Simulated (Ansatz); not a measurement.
[AlF6]3- (AlF₆³⁻), 7 atoms. Hardware: 4 threads of Intel Xeon on a shared host.

Correlated methods freeze 11 core orbitals. A multiply charged anion in the gas phase is held together partly by the finite basis. Removing one electron lowers the energy by 3.73 eV at PBE0-D4/def2-TZVPD, so it isn't bound.

Task: How many basis functions does each of these Ansatz runs have, and roughly what does it cost? PBE0-D4/def2-TZVPD, charge -2 doublet at the geometry of the charge -3 singlet, energy; CCSD(T)/def2-SVPD, charge -3 singlet, energy, from earlier orbitals; PBE-D4/def2-SVPD, charge -3 singlet, energy, from earlier orbitals; PBE-D4/def2-TZVPD, charge -2 doublet, energy, from earlier orbitals; r2SCAN-D4/def2-SVPD, charge -2 doublet, relaxation, 4 steps; HF/def2-TZVPD, charge -2 doublet at the geometry of the charge -3 singlet, energy, from earlier orbitals; LC-ωPBE (ω = 0.15 bohr⁻¹)/def2-SVPD, charge -2 doublet at the geometry of the charge -3 singlet, energy, from earlier orbitals; LC-ωPBE (ω = 0.10 bohr⁻¹)/def2-SVPD, charge -2 doublet at the geometry of the charge -3 singlet, energy, from earlier orbitals; HF/def2-TZVPD, charge -3 singlet, energy and forces, from earlier orbitals; PBE0-D4/def2-SVPD, charge -3 singlet, energy, from earlier orbitals; HF/STO-3G, charge -3 singlet, energy; LC-ωPBE (ω = 0.15 bohr⁻¹)/def2-SVPD, charge -3 singlet, energy, from earlier orbitals.

Result: Other jobs shared the machine, so times can vary by a factor of up to 3. A dash marks memory too small to be measured apart from the calling script's.

```
                                                                                                                           run  functions  fitting or Cholesky vectors  wall time  peak host memory (GiB)
                                                                                          HF/STO-3G, charge -3 singlet, energy         39                          521     0.45 s                       –
                                                            PBE-D4/def2-SVPD, charge -3 singlet, energy, from earlier orbitals        162                         1339      2.9 s                       –
                                         LC-ωPBE (ω = 0.15 bohr⁻¹)/def2-SVPD, charge -3 singlet, energy, from earlier orbitals        162                         1339      3.5 s                       –
                                                           PBE0-D4/def2-SVPD, charge -3 singlet, energy, from earlier orbitals        162                         1355      4.5 s                       –
                                                    HF/def2-TZVPD, charge -3 singlet, energy and forces, from earlier orbitals        283                         1713       11 s                       1
                                                           PBE-D4/def2-TZVPD, charge -2 doublet, energy, from earlier orbitals        283                         1446       14 s                       –
LC-ωPBE (ω = 0.15 bohr⁻¹)/def2-SVPD, charge -2 doublet at the geometry of the charge -3 singlet, energy, from earlier orbitals        162                         1339       21 s                       –
LC-ωPBE (ω = 0.10 bohr⁻¹)/def2-SVPD, charge -2 doublet at the geometry of the charge -3 singlet, energy, from earlier orbitals        162                         1339       26 s                       –
                                                                   r2SCAN-D4/def2-SVPD, charge -2 doublet, relaxation, 4 steps        162                         1339       37 s                       –
                                                           CCSD(T)/def2-SVPD, charge -3 singlet, energy, from earlier orbitals        162                         1538       78 s                     1.9
                                        PBE0-D4/def2-TZVPD, charge -2 doublet at the geometry of the charge -3 singlet, energy        283                         1476       83 s                     1.6
                      HF/def2-TZVPD, charge -2 doublet at the geometry of the charge -3 singlet, energy, from earlier orbitals        283                         1713    2.2 min                     1.6
```
